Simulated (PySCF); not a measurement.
C₆H₆F₂.
SMILES: `C=C/C=C\C=C(F)F`

Vertical excitations from PySCF (density fitting, frozen core in the response, grid level 2 and gas phase unless stated; continuum runs use non-equilibrium linear response for the excitations) on a GFN2-xTB geometry. Reference run:

```
                                               settings    S1, eV (f)  S2, eV (f)  S3, eV (f)  S4, eV (f)  S5, eV (f)  S6, eV (f)  T1, eV (Tamm–Dancoff)  mean α (au)
PBE/def2-SVP, IEF-PCM dimethylsulfoxide, TDA, 1 singlet  4.74 (1.002)           –           –           –           –           –                   2.59        109.1
```

Question: What do these settings give: (1) BLYP/def2-SVP, full TDDFT, 1 singlet; (2) PBE0/def2-SVPD, full TDDFT, 12 singlets?

Answer: 
```csv
settings,"S1, eV (f)","S2, eV (f)","S3, eV (f)","S4, eV (f)","S5, eV (f)","S6, eV (f)","T1, eV (Tamm–Dancoff)",mean α (au)
"BLYP/def2-SVP, full TDDFT, 1 singlet",4.56 (0.684),–,–,–,–,–,2.59,79.7
"PBE0/def2-SVPD, full TDDFT, 12 singlets",4.85 (0.886),5.79 (0.033),6.04 (0.002),6.31 (0.006),6.59 (0.005),6.88 (0.050),2.56,89.3
```

(1) S1 moves by -0.18 eV; functional, environment and response scheme change together, so the shift can't be laid on one. (2) S1 moves by +0.11 eV; functional, basis, environment and response scheme change together, so the shift can't be laid on one. States are counted by energy in each run and needn't keep their character from row to row.

Question: Which orbital pairs make up S1 in each run, and how does it sit against the orbital gap?

Answer: 
| settings | S1 configurations (weight) | S1 (eV) | orbital gap (eV) | S1 − gap (eV) |
| --- | --- | --- | --- | --- |
| PBE/def2-SVP, IEF-PCM dimethylsulfoxide, TDA, 1 singlet | H→L 0.74, H→L+1 0.10, H−1→L 0.10 | 4.74 | 3.16 | +1.58 |
| BLYP/def2-SVP, full TDDFT, 1 singlet | H→L 0.89 | 4.56 | 3.14 | +1.42 |
| PBE0/def2-SVPD, full TDDFT, 12 singlets | H→L 0.97 | 4.85 | 4.93 | -0.08 |

Geometry: GFN2-xTB, one conformer.

Conformer computed: `[CH2:1]=[CH:2]/[CH:3]=[CH:4]\[CH:5]=[C:6]([F:7])[F:8]`: C1–C2–C3–C4 180°, C3–C4–C5–C6 180°.
